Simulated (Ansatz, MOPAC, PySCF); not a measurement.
System: HSeF2, charge 1, multiplicity 1. SMILES: [SeH+](F)F
Coordinates optimised at B3LYP-D3(BJ)/def2-TZVP (Ansatz, a program for electronic structure):
```
Se
F 1 1.6826
F 1 1.6826 2 98.99
H 1 1.5032 2 94.51 3 -95.30
```
Charge +1, spin multiplicity 1.

Unscaled harmonic wavenumbers (cm⁻¹) in rising order, each level at the stationary point that it reaches from this structure (no distance between atoms moves by over 0.3 Å); the order of modes can differ between levels, and a negative number is imaginary. B3LYP-D3(BJ)/def2-TZVP (PySCF, at the structure above): 285, 764, 772, 877, 889, 2258.

PM7 (MOPAC): 218, 650, 652, 798, 811, 2223. Zero-point energy 7.6 against 8.4 kcal/mol; where all levels lie over 400 cm⁻¹, the wavenumbers are on average 0.900 times those of B3LYP-D3(BJ)/def2-TZVP.

HF/6-31G* with LANL2DZ past Ar (Ansatz): 316, 828, 834, 1003, 1010, 2467. Zero-point energy 9.2 against 8.4 kcal/mol; where all levels lie over 400 cm⁻¹, the wavenumbers are on average 1.107 times those of B3LYP-D3(BJ)/def2-TZVP.

B3LYP/6-31G* with LANL2DZ past Ar (Ansatz): 255, 715, 720, 874, 877, 2186. Zero-point energy 8.0 against 8.4 kcal/mol; where all levels lie over 400 cm⁻¹, the wavenumbers are on average 0.964 times those of B3LYP-D3(BJ)/def2-TZVP.
